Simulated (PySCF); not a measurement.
Species: RuO₄ (singlet state).
Bonds: Ru1–O2, Ru1–O3, Ru1–O4, Ru1–O5.

Theory: PBE0-D3(BJ)/def2-SVP geometry optimisation, gas phase, def2 core potentials past Kr in PySCF.

Q: How far are the bound atoms from Ru1?

A: 4 atoms: O3 1.663 Å, O2 1.664 Å, O5 1.664 Å, O4 1.664 Å.

Q: What is the shape at Ru1?

A: Tetrahedral: angles from 109.4° to 109.5°; τ4 = (360° − α − β)/141° = 1.00 with α and β the two widest (0 for a square, 1 for a tetrahedron).

Q: What are the rotational constants (commonest isotopes, rigid rotor)?

A: A = 4283, B = 4282, C = 4278 MHz: a spherical top.

Point group: Td (every atom within 0.08 Å of its image). Charge 0, singlet. Stationary, but not proved a minimum.

On an Intel Xeon Platinum 8488C with one thread (shared host), this took 15 s of wall time and 0.35 GiB of memory at its peak. These figures are those of the optimisation.

***

Compound: CrI₂ (quintet state).
Geometry (PBE0-D3(BJ)/def2-SVP, Å), atoms numbered from 1 in this order:
```
atom  x, y, z in Å
Cr1    0.063   -0.075   -0.007
I2    -0.036   -0.034    2.536
I3    -0.044    0.012   -2.549
```

Method: PySCF, PBE0-D3(BJ)/def2-SVP geometry optimisation, gas phase, def2 core potentials past Kr.

(1) Which atoms are bound to Cr1, and at what distances?

(2) What is the shape at Cr1?

Answers

(1) 2 atoms: I3 2.545 Å, I2 2.546 Å.

(2) Almost linear: angle 174.6°.

Charge 0, quintet. ⟨S²⟩ = 6.184 (exact for a quintet: 6.00). Not checked by PBE0-D3(BJ)/def2-SVP frequencies.
